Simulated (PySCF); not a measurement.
Mapped SMILES: `[CH3:1][O:2][SiH2:3][N:4]([CH3:5])[CH3:6]`; H(Xn) means a hydrogen on atom n.

Geometry: PBE0-D3(BJ)/def2-SVP; GIAO absolute shieldings from PySCF, gas phase, non-relativistic, averaged over equivalent atoms.

At PBE0/STO-3G (45 basis functions, 3.4 s wall time on 1 thread of an x86-64 server CPU, shared host):
```
      atoms  σ (ppm)
         C1    188.0
      C5/C6    196.0
         O2    427.6
        Si3    537.5
         N4    335.0
     H(Si3)    30.24
      H(C1)    31.05
H(C5)/H(C6)    31.26
```

Predict the values at PBE0/pcSseg-1 on the same geometry.

Results:


| atoms | σ at PBE0/pcSseg-1 | change |
| --- | --- | --- |
| C1 | 135.1 | -52.9 |
| C5/C6 | 144.3 | -51.7 |
| O2 | 310.0 | -117.6 |
| Si3 | 370.5 | -167.0 |
| N4 | 227.1 | -107.9 |
| H(Si3) | 26.69 | -3.55 |
| H(C1) | 27.80 | -3.25 |
| H(C5)/H(C6) | 28.67 | -2.59 |

The largest change is at Si3 (silicon bonded to N, O, 2 H). Cost: 164 basis functions, 18 s wall time on 1 thread of an Arm Neoverse V2, shared host.
